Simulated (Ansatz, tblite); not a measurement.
Cost and result up the ladder for B(NCMe)H3 (C2H6BN) (10 atoms). Total charge 0; singlet. Geometry: r2SCAN-D4/def2-SVP.

Cartesian coordinates in Å:
```
B -0.835 1.290 1.410
N -0.224 0.345 0.378
C 0.239 -0.370 -0.405
C 0.819 -1.265 -1.383
H 0.051 -1.952 -1.770
H 1.625 -1.858 -0.924
H 1.236 -0.690 -2.223
H 0.069 2.037 1.761
H -1.241 0.581 2.321
H -1.739 1.882 0.835
```

Ansatz on 4 threads of Intel Xeon on a shared host; xTB runs through tblite on one thread. Times are rough, summed over both states, and most runs start from the orbitals of an earlier one. PBE0-D4/def2-TZVP serves as the yardstick here, not as an exact answer. The other state is a triplet.

The xTB rows come from tblite.

xTB has no spin-polarisation term.

| level | functions | wall time | vertical triplet (eV) | difference from PBE0-D4/def2-TZVP (eV) |
| --- | --- | --- | --- | --- |
| GFN2-xTB | 22 | 0.02 s | 4.92 | -0.52 |
| GFN1-xTB | 28 | 0.031 s | 5.14 | -0.30 |
| PBE-D4/def2-TZVP (with forces) | 160 | 13 s | 5.31 | -0.13 |
| r2SCAN-D4/def2-TZVP | 160 | 19 s | 5.29 | -0.15 |
| PBE0-D4/def2-TZVP | 160 | 22 s | 5.44 | 0.00 |
